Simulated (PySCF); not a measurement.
SMILES B(B(F)F)(F)F (B2F4), PBE/def2-SVP optimised geometry.

```
6

F      1.34     0.46     0.00
B      0.01     0.46     0.00
F     -0.59     1.65     0.00
B     -0.90    -1.01     0.00
F     -1.34    -1.55    -1.13
F     -1.19    -1.65     1.12
```

Density from PBE/def2-TZVP run with PySCF at that geometry.

Minimum of the electron density along straight lines between bonded atoms, close to the bond critical point (lines longer than 1.1 times the sum of covalent radii, or with two minima, are not listed):

```
bond   length / Å  ρ at the minimum / e bohr⁻³  ∇²ρ there / e bohr⁻⁵  position (fraction from the first atom)
-----  ----------  ---------------------------  --------------------  ---------------------------------------
F1–B2       1.331                        0.202                  1.15                                     0.66
B2–F3       1.330                        0.202                  1.15                                     0.34
B2–B4       1.724                          ___                   ___                                     0.50
B4–F5       1.331                        0.202                  1.15                                     0.34
B4–F6       1.330                        0.202                  1.16                                     0.34
```

**Question.** Some entries are withheld; supply them.

**Answer.** 
- B2–B4, ρ at the minimum / e bohr⁻³: 0.161
- B2–B4, ∇²ρ there / e bohr⁻⁵: -0.39
